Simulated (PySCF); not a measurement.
aminosilylcyclopropane (C₃H₉NSi), SMILES N[SiH2]C1CC1. Atoms are numbered in the order given.

```xyz
14

N      2.2975     0.3104     0.1664
Si     0.8429    -0.2652    -0.5893
C     -0.7665     0.5146    -0.0320
C     -1.4843    -0.0088     1.2001
C     -2.0642    -0.2643    -0.1580
H      2.7402     1.1540    -0.1845
H      2.4097     0.2431     1.1738
H      0.6973    -1.7256    -0.2998
H      1.0296    -0.0392    -2.0532
H     -0.8572     1.5956    -0.1961
H     -1.0442    -0.8550     1.7391
H     -1.9832     0.7169     1.8490
H     -2.9635     0.2851    -0.4508
H     -2.0211    -1.2847    -0.5535
```

The structure is a stationary point at B3LYP-D3(BJ)/def2-SVP. Other conformers were not sampled.

Two levels are set side by side: PBE/pcSseg-1 (PySCF) and PBE0/pcSseg-1 (PySCF). GIAO shifts against NH3 (¹⁵N), TMS (²⁹Si), TMS (¹H), TMS (¹³C) at the same level; non-relativistic, no solvent, atoms listed together averaged. Differences are taken from unrounded values.

```json
[
 {"quantity": "δ(¹⁵N) of N1 (ppm)", "PBE": "18.7"},
 {"quantity": "δ(²⁹Si) of Si2 (ppm)", "PBE": "-18.6"},
 {"quantity": "δ(¹³C) of C3 (ppm)", "PBE": "3.9"},
 {"quantity": "δ(¹H) of H10 (ppm)", "PBE": "-0.09"}
]
```

### Question
These are the PBE values. What does PBE0 give? (The exact figures need the calculation; the answer reports its results.)

### Answer

| quantity | PBE0 | PBE minus PBE0 |
|---|---|---|
| δ(¹⁵N) of N1 (ppm) | 14.2 | 4.4 |
| δ(²⁹Si) of Si2 (ppm) | -17.7 | -0.9 |
| δ(¹³C) of C3 (ppm) | 1.7 | 2.2 |
| δ(¹H) of H10 (ppm) | -0.16 | 0.07 |

Rough cost on one machine, each run with all the roots and properties that it gave: PBE0 against PBE within a factor of 2.
